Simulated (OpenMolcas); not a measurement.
Ho²⁺.

```yaml
Program: OpenMolcas
Basis: ANO-RCC-VDZP [7s6p4d2f1g]
Scalar_Hamiltonian: DKH2, point nucleus
Active_space: 11 electrons in 7 orbitals (4f)
State_averaging: 2S+1 = 4 odd, 35 roots; 2S+1 = 2 odd, 112 roots (96 in the spin-orbit step)
Spin-orbit_coupling: RASSI with atomic mean-field integrals over the reference wave functions, term energies averaged over their components
```

Two sets of levels on these reference wave functions, in cm-1 above 4f11 4I* 15/2: one from CASSCF and one from MS-CASPT2, IPEA 0.25 Eh, imaginary shift 0.1 Eh (closed shells correlated: 5s 5p).

```
                  Level  Set 1  Set 2
          4f11 4I* 15/2    0.0    0.0
          4f11 4I* 13/2   5540   5510
          4f11 4I* 11/2   8880   9050
    4f11 4I* 9/2 [72 %]  11150  11570
    4f11 4F* 9/2 [65 %]  15110  17430
4f11 2H* 11/2(1) [71 %]  18540  20400
    4f11 4S* 3/2 [75 %]  18600  21490
           4f11 4F* 7/2  20070  22680
           4f11 4F* 5/2  21780  24520
    4f11 4F* 3/2 [68 %]  22040  24850
          4f11 2K* 15/2  27450  29140
          4f11 4G* 11/2  26570  29770
    4f11 2G* 7/2 [70 %]  27300  29940
          4f11 2K* 13/2  32090  33870
           4f11 4G* 7/2  33290  36540
           4f11 2P* 1/2  32660  36640
```

Problem. Which set is which?

Solution. Set 1 is MS-CASPT2. Its levels of the other terms of 4f11 lie at 0.87 to 0.95 of the other set's values, as expected, since terms of lower spin or lower L gain more correlation energy than the Hund ground term. Against 7 measured levels (Martin, Zalubas and Hagan, Atomic Energy Levels: The Rare-Earth Elements, NSRDS-NBS 60 (1978); whole-number values converted from NIST levels in rydberg listed in Nahar, Atoms 12, 24 (2024)) the mean absolute deviation is 1200 cm-1 with it and 2700 cm-1 without; single levels miss by up to 2400 cm-1 with it.

CASPT2 breaks the degeneracy within a term, and the mean is taken; among the terms shown or strongly mixed into the levels shown the widest spread is 540 cm-1 (4f11 4I*, MS-CASPT2). High states are left out of the spin-orbit mixing, which shifts the levels that they would mix with. Some levels mix across a computed gap that differs much from the measured one, so their mixing is not that of the real levels. Without dynamic correlation excited terms often stand tens of per cent too high (terms of higher spin than the ground term too low), and those without a measured partner can miss by more than the paired ones (holds for CASSCF). Blocks of more than 70 roots (2S+1 = 2 odd) ran without multistate coupling (holds for MS-CASPT2). The CASPT2 spread within a term exceeds the gap to the next term for 4f11 4S* and 4f11 4F*, 4f11 4G* and 4f11 2K*, so the order of their levels is uncertain, and so are names and mixing where such terms share a J (holds for MS-CASPT2). Computed and measured levels are paired by configuration, term and J; levels that our copy of the source lacks, or whose pairing is in doubt (as where it misses far off the trend of its configuration), stay unpaired and out of the deviations. Levels of configurations outside the active space are missing. Levels that lie high or do not pair safely by name in every column are left out.

A share in square brackets marks a mixed level and gives the weight of the term that names it, the lowest over the columns. A number in round brackets counts repeated terms of one configuration in the order of the reference energies. * marks odd parity.
